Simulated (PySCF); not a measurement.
## C₅H₁₁NO: calculation and literature

Structure with atom numbers: `[CH3:1][C:2](=[O:3])[NH:4][CH:5]([CH3:6])[CH3:7]` (H(Xn): hydrogen on atom n).

Measured values that the calculation should reproduce: δ 13C C5 40.5; C6/C7 22.3; δ 1H H(C5) 4.01; H(C6)/H(C7) 1.13 ppm (measured; solution, not stated per compound (mostly CDCl3 or CCl4); Pretsch, Buehlmann, Badertscher, Structure Determination of Organic Compounds, 4th ed. (2009)).

- shieldings: GIAO B97-2/pcSseg-2
- structure optimised with PBE0-D3(BJ)/def2-TZVP
- run in PySCF
- relativity neglected, one conformer, in vacuum, averaged over atoms made equivalent by symmetry, fast rotation or ring inversion

**Question.** What does the calculation give, and how does it compare?

**Answer.** 
Reference values: measured (solution, not stated per compound (mostly CDCl3 or CCl4); Pretsch, Buehlmann, Badertscher, Structure Determination of Organic Compounds, 4th ed. (2009)).
```
      atoms  quantity  reference  computed  computed, scaled
         C5     δ 13C       40.5      42.6              39.0
      C6/C7     δ 13C       22.3      25.7              22.7
      H(C5)      δ 1H       4.01      4.66              4.52
H(C6)/H(C7)      δ 1H       1.13      1.01              1.09
```

Computed shifts are σ(ref) − σ with the named reference compound (TMS for H and C) calculated as an isolated molecule at the same level. The measured values may be among those fitted. Expected solution values come from regression of measured δ (H and C: mostly CDCl3, vs TMS) on computed σ: 13C: δ = 176.83 − 0.965σ (rms 2.0 ppm, 507 shifts, 2.1 ppm with the 1 outlier that the fit left out); 1H: δ = 29.81 − 0.938σ (rms 0.14 ppm, 293 shifts, 0.16 ppm with the 4 outliers that the fit left out). Occasional misses reach two or three times the rms, and more in compound classes unlike the fitted ones. H not on carbon is unscaled (vs computed TMS).

**Question.** How far are the unscaled 13C shifts from the references?

**Answer.** Mean signed difference +2.75 ppm, mean absolute 2.75 ppm over 2 comparisons; the largest is +3.4 ppm at C6/C7 (methyl carbon).

**Question.** How far are the unscaled 1H shifts from the references?

**Answer.** Mean signed difference +0.27 ppm, mean absolute 0.39 ppm over 2 comparisons; the largest is +0.65 ppm at H(C5) (hydrogen on an sp3 CH bonded to N).
